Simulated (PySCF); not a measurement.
Species: C4H5NOS.
SMILES: `COc1cncs1`

Level of theory: TDDFT CAM-B3LYP/def2-SVPD, vertical, gas phase, core orbitals frozen in the response in PySCF. Geometry: GFN2-xTB, one conformer, isolated molecule. Torsions of this conformer, `[CH3:1][O:2][c:3]1[cH:4][n:5][cH:6][s:7]1`: C1–O2–C3–C4 176°.

Computed singlets:

| state | E (eV) | f |
| --- | --- | --- |
| S1 | 5.32 | 0.134 |
| S2 | 5.43 | 0.0021 |
| S3 | 5.67 | 0.0009 |
| S4 | 6.15 | 0.0037 |
| S5 | 6.42 | 0.0028 |
| S6 | 6.57 | 0.0006 |
| S7 | 6.85 | 0.0012 |
| S8 | 6.93 | 0.077 |

Problem. Build the mean polarisability up from these states and compare it with the full response value.

Solution. Each state adds f / ΔE² (ΔE in hartree, 27.2114 eV).

```tsv
state	f/ΔE² (au)	running sum (au)	running share of α (%)
S1	3.51	3.51	4.7
S2	0.05	3.56	4.8
S3	0.02	3.58	4.8
S4	0.07	3.65	4.9
S5	0.05	3.70	5.0
S6	0.01	3.71	5.0
S7	0.02	3.73	5.0
S8	1.18	4.92	6.6
```

The full response gives 74.16 au (10.99 Å³), so 69.2 au comes from the higher roots of the same equations.

Problem. By how much does the contribution of these states grow at 589.3 nm?

Solution. With ω = 0.0773 hartree each state's term in the mean polarisability goes from f / ΔE² to f / (ΔE² − ω²); the sum over all 8 states goes from 4.92 to 5.72 au, a rise of 0.80 au.

The largest single term belongs to S1, which also has the largest f.

A one-level model with all 38 active electrons at a single energy would need ΔE = √(N/α) = 19.5 eV to give this α, against S1 at 5.32 eV.
